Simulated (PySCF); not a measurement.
Electron affinity of Sr by level of theory

Sr- [Kr] 4d1 5s2 (2D) → Sr [Kr] 5s2 (1S), as a difference of total energies. All numbers are calculated (PySCF 2.14, the spin-free X2C one-electron Hamiltonian (Gaussian nucleus), in aug-cc-pwCVTZ-X2C (10s9p7d3f, 93 functions)). Correlated levels: valence and next inner shell: [Ar] 3d10 frozen. The calculations carry no spin-orbit coupling.

```
                                method  electron affinity (eV)
                                   UHF                  -0.941
    MP2 (valence and next inner shell)                  -0.878
SCS-MP2 (valence and next inner shell)                  -0.886
   CCSD (valence and next inner shell)                  -0.822
CCSD(T) (valence and next inner shell)                  -0.791
```

The configuration of this anion was assumed by filling the next shell in order. It is not the known or likely ground configuration (Ca⁻, Sr⁻ and Ba⁻, for instance, bind a p electron), so these values are not the electron affinity of the element.

A negative affinity means that the anion lies above the atom at that level of theory.

The coupled-cluster amplitudes are large for Sr- (T1 above 0.03 or a double amplitude above 0.15), so a single reference is strained.
